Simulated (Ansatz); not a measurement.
Reaction (cleavage of the Si–Ge bond): `[OH][Ge]([OH])([OH])[SiH3]` + `[OH][SnH2][OH]` → `[OH][SnH2][O][SiH3]` + `[OH][GeH]([OH])[OH]`

Computed with Ansatz on PBE0-D4/def2-TZVP structures; ΔE is electronic, products minus reactants. CBS: MP2 limit from def2 TZ/QZ plus the TZ coupled-cluster correction, frozen cores. Elements past krypton have def2 core potentials. For Ge, Sn outer-core shells are correlated without core-valence functions, which leaves a few kJ/mol of doubt a bond. Scalar relativity is left out up to krypton. One conformer a species, not always the lowest.

```tsv
species	CCSD(T)/CBS(def2) energy (Eh)
`[OH][Ge]([OH])([OH])[SiH3]`	-2594.41179
`[OH][SnH2][OH]`	-366.80354
`[OH][SnH2][O][SiH3]`	-657.12333
`[OH][GeH]([OH])[OH]`	-2304.12563
```

Task: Work out ΔE.

Result: ΔE = (-657.12333) + (-2304.12563) − (-2594.41179) − (-366.80354) = -0.03363 Eh = -21.1 kcal/mol.

Largest T1 diagnostic among the species: 0.014.

From PBE to PBE0 (25 % exact exchange), in def2-TZVPP and without D4, ΔE moves by −2.8 kcal/mol. In def2-TZVPP, CCSD(T) changes the Hartree–Fock value by +6.5 kcal/mol (the triples alone add +0.9 kcal/mol) and MP2 by +5.3 kcal/mol.
